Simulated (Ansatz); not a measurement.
Ideal-gas functions of `[NH2][Sc]([NH2])[OH]` at 400 K and 1 bar, from an Ansatz frequency run at PBE0-D4/def2-TZVP.

Molar mass 94.01 g/mol, point group C2v (symmetry number 2), electronic degeneracy 1, moments of inertia 102.396, 102.878, 205.274 u Å². Harmonic wavenumbers (cm⁻¹, unscaled): 96, 129, 133, 204, 285, 301, 340, 389, 452, 496, 508, 601, 668, 733, 1542, 1549, 3541, 3543, 3630, 3630, 4015.

Use S(trans) = R[1.5 ln M + 2.5 ln T − 1.1517]; rotational temperatures θ = 24.2544 K / I; S(rot) = R[ln(√π/σ · √(T³/θAθBθC)) + 1.5]; for each mode x = 1.438777 ν̃/T, S = R[x/(eˣ − 1) − ln(1 − e⁻ˣ)] and H = RT x/(eˣ − 1); 1 cm⁻¹ = 0.0119627 kJ/mol; R = 8.31446 J/(mol·K).

Problem. By hand: the entropy, in J/(mol·K).

Solution. Translation 171.6. Rotation: θ = 0.2369, 0.2358, 0.1182 K, giving 107.1. Vibration, mode by mode: 17.20, 14.77, 14.52, 11.07, 8.46, 8.05, 7.14, 6.17, 5.13, 4.52, 4.37, 3.36, 2.78, 2.31, 0.21, 0.21, 0.00, 0.00, 0.00, 0.00, 0.00, in all 110.3. Electronic 0.0. Sum 389.0 J/(mol·K).

Problem. By hand: H − E and G − E in kJ/mol, counted from the electronic energy.

Solution. Zero-point energy ½ × 26785 × 0.0119627 = 160.2; thermal vibration 23.5; translation, rotation and pV give 4 RT = 13.3. H − E = 197.0 kJ/mol, and G − E = 197.0 − 400 × 389.0/1000 = 41.4 kJ/mol.

Vibration gives 28 % of the entropy, 46.5 J/(mol·K) of it from the modes under 150 cm⁻¹: soft modes count most, and the harmonic formula is weakest for them. The sum counts one conformer and one mirror image; others add a mixing term.
